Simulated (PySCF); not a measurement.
## Orbital picture of GeN

PBE0 at R = 1.737 Å; basis Ge cc-pVTZ-PP with ECP10, N cc-pVTZ; scalar-relativistic core potentials; PySCF 2.14. State: ²Π (doublet), unpaired electrons π ↑. Only the outer orbitals are listed, counted within each symmetry, core potentials removing the inner ones.

| spin | orbital | occ. | ε (eV) | on Ge (%) | main shells (%) |
| --- | --- | --- | --- | --- | --- |
| α | 5σ | 1 | -21.78 | 23 | 74 N s, 14 Ge s |
| α | 6σ | 1 | -12.48 | 70 | 66 Ge s, 15 N p, 14 N s |
| α | 3π | 1 | -9.05 | 22 | 78 N p, 19 Ge p |
| α | 3π | 1 | -7.86 | 28 | 71 N p, 25 Ge p |
| α | 7σ | 1 | -7.62 | 43 | 54 N p, 26 Ge p, 16 Ge s |
| α | 4π | 0 | -2.34 | 85 | 82 Ge p, 15 N p |
| α | 4π | 0 | -1.78 | 79 | 75 Ge p, 21 N p |
| α | 8σ | 0 | 1.14 | 105 | 86 Ge p, 10 Ge d, 9 Ge s |
| β | 5σ | 1 | -20.15 | 28 | 68 N s, 19 Ge s |
| β | 6σ | 1 | -12.09 | 70 | 64 Ge s, 17 N s, 12 N p |
| β | 7σ | 1 | -7.26 | 40 | 57 N p, 25 Ge p, 14 Ge s |
| β | 3π | 1 | -7.19 | 41 | 59 N p, 38 Ge p |
| β | 3π | 0 | -4.44 | 61 | 60 Ge p, 38 N p |
| β | 4π | 0 | -1.60 | 68 | 62 Ge p, 32 N p |
| β | 4π | 0 | -0.74 | 49 | 51 N p, 40 Ge p, 8 Ge d |

**Question.** Which are the highest filled and the lowest empty level, where do they sit, and how wide is the gap?

**Answer.** Highest filled β 3π at -7.19 eV (in %: 59 N p, 38 Ge p); lowest empty β 3π at -4.44 eV (in %: 60 Ge p, 38 N p); the gap at PBE0 is 2.75 eV. Both belong to one degenerate shell, split only by its one-sided filling, so this is no excitation gap.

```
bond order (Mayer)                              : 2.17
⟨S²⟩                                            : 0.770
charge on Ge (Mulliken, basis-dependent)        : 0.38
charge on Ge (Löwdin, basis-dependent)          : 0.28
dipole moment (positive dipole means Ge(−)N(+)) : -2.85 D
```

Shares are Mulliken populations and can fall outside 0 to 100 %.

Spin–orbit coupling is left out. The state is the lowest determinant that a PBE0 search found; another state may lie lower at other levels.
